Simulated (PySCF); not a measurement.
A series of related molecules.

All values: wB97X-D/def2-SVPD (PySCF) at GFN2-xTB geometries, gas phase, one conformer each. Core orbitals are frozen in the response; Δα² is half the sum of the squared differences of the principal polarisabilities.

Task: Rank by polarisability anisotropy Δα, lowest first.
A. `[Cl:1][C@H:2]1[SiH2:3][CH2:4][SiH2:5][SiH2:6]1` with Cl1–C2–Si3–C4 76°, C2–Si3–C4–Si5 35°, Si3–C4–Si5–Si6 -18°, C4–Si5–Si6–C2 -5°
B. `[Cl:1][C@@H:2]1[CH2:3][SiH2:4][SiH2:5][SiH2:6]1` with Cl1–C2–C3–Si4 -61°, C2–C3–Si4–Si5 -35°, C3–Si4–Si5–Si6 7°, Si4–Si5–Si6–C2 15°
C. `[O:1]=[C:2]1[CH2:3][C@H:4]([Cl:5])[SiH2:6][SiH2:7]1` with O1–C2–C3–C4 135°, C2–C3–C4–Cl5 171°, C3–C4–Si6–Si7 -29°, C4–Si6–Si7–C2 5°
D. `[Cl:1][C@H:2]1[CH2:3][CH2:4][SiH2:5][O:6][SiH2:7]1` with Cl1–C2–C3–C4 -170°, C2–C3–C4–Si5 -66°, C3–C4–Si5–O6 34°, C4–Si5–O6–Si7 -10°

Result: A (2.28 Å³), B (2.72 Å³), D (3.95 Å³), C (5.69 Å³).

All values together:

| SMILES | formula | μ (D) | HOMO (eV) | LUMO (eV) | α (Å³) | Δα (Å³) | electrons | α per electron (Å³) |
| --- | --- | --- | --- | --- | --- | --- | --- | --- |
| Cl[C@H]1CC[SiH2]O[SiH2]1 | C3H9ClOSi2 | 2.08 | -9.65 | 1.56 | 14.37 | 3.95 | 80 | 0.180 |
| Cl[C@H]1[SiH2]C[SiH2][SiH2]1 | C2H9ClSi3 | 1.48 | -9.58 | 1.14 | 16.92 | 2.28 | 80 | 0.212 |
| O=C1C[C@H](Cl)[SiH2][SiH2]1 | C3H7ClOSi2 | 2.24 | -8.88 | -0.11 | 15.56 | 5.69 | 78 | 0.200 |
| Cl[C@@H]1C[SiH2][SiH2][SiH2]1 | C2H9ClSi3 | 1.71 | -9.52 | 0.95 | 17.46 | 2.72 | 80 | 0.218 |

Conformers: `[Cl:1][C@H:2]1[CH2:3][CH2:4][SiH2:5][O:6][SiH2:7]1` with Cl1–C2–C3–C4 -170°, C2–C3–C4–Si5 -66°, C3–C4–Si5–O6 34°, C4–Si5–O6–Si7 -10°; `[Cl:1][C@H:2]1[SiH2:3][CH2:4][SiH2:5][SiH2:6]1` with Cl1–C2–Si3–C4 76°, C2–Si3–C4–Si5 35°, Si3–C4–Si5–Si6 -18°, C4–Si5–Si6–C2 -5°; `[O:1]=[C:2]1[CH2:3][C@H:4]([Cl:5])[SiH2:6][SiH2:7]1` with O1–C2–C3–C4 135°, C2–C3–C4–Cl5 171°, C3–C4–Si6–Si7 -29°, C4–Si6–Si7–C2 5°; `[Cl:1][C@@H:2]1[CH2:3][SiH2:4][SiH2:5][SiH2:6]1` with Cl1–C2–C3–Si4 -61°, C2–C3–Si4–Si5 -35°, C3–Si4–Si5–Si6 7°, Si4–Si5–Si6–C2 15°.
